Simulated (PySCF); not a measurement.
## Trend along the fifth-period p block: MC molecules

CCSD(T) with double-zeta basis sets in PySCF, for the lowest determinant that a PBE0 search found; no spin–orbit coupling. De refers to high-spin ground-configuration atoms.

| M | basis | reference, frozen orbitals | state (unpaired electrons) | Re (Å) | ωe (cm⁻¹) | De (eV) |
| --- | --- | --- | --- | --- | --- | --- |
| In | x2c-SVPall | UHF, 19 | quartet (σ ↑, π ↑↑) | 2.217 | 490 | 2.58 |
| Sn | def2-SVP | ROHF, 5 | triplet (σ ↑, π ↑) | 2.041 | 653 | 2.76 |
| Sb | def2-SVP | ROHF, 5 | doublet (σ ↑) | 1.915 | 819 | 2.94 |
| Te | x2c-SVPall | RHF, 19 | singlet (closed shell) | 1.916 | 840 | 4.43 |
| I | x2c-SVPall | UHF, 19 | doublet (π ↑) | 2.061 | 612 | 2.45 |

Problem. By what factor does the well depth vary along the series?

Solution. At CCSD(T) it runs from 2.45 eV (CI) to 4.43 eV (TeC), a factor of 1.81.

The rows differ in basis set, which adds steps of its own.

The state changes along the series, so neighbouring rows are not always alike in their bonding.

Correlated steps freeze the inner cores (5 to 19 orbitals); shallow outer-core shells are correlated. UHF and ROHF references stand side by side, which adds small steps between rows. Correlated levels converge slowly with the basis: in double zeta they bind strong bonds too weakly, by up to about 1 eV, and carry superposition errors of some tenths. Spin–orbit coupling is left out, which matters for elements this heavy, above all for dissociation energies. Where the molecule has an RHF reference, its open-shell atoms are computed with UHF. The CCSD T1 diagnostic is raised in SnC, TeC, a sign that a single reference may not be enough there. States were picked by a PBE0 search and need not be the measured ground states.
